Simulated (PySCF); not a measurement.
Problem. What does the PBE0-D3(BJ)/def2-SVP structure of `F[SiH2][BiH2]` look like in three dimensions?

Solution. 
```xyz
7
BiFH4Si angstrom
F     -1.8012   -0.5653    1.2812
Si    -0.9252    0.0546    0.0501
Bi     1.6380    0.1720    0.7697
H     -1.1624   -0.8012   -1.1486
H     -1.4354    1.4336   -0.2133
H      1.9312    0.9199   -0.8404
H      1.9023   -1.4563    0.0602
```

Orientation and origin are arbitrary. Atoms count from 1 in this order. Si2 (fluorine-bound silicon) is distorted tetrahedral (angles from 107.5° to 113.3°). Bi3 (bismuth bonded to Si and 2 H) is pyramidal (angles 90.0°, 89.7° and 86.2°, sum 265.9°, 1.17 Å off the plane of its three neighbours).

Bonds between heavy atoms (Å): F1–Si2 1.633, Si2–Bi3 2.665.

Computed, not measured: PBE0-D3(BJ)/def2-SVP geometry optimisation, gas phase, def2 core potentials past Kr in PySCF 2.14.0.

Stationary, but not proved a minimum. One conformer, not necessarily the lowest (F1–Si2–Bi3–H -178° and 92°).
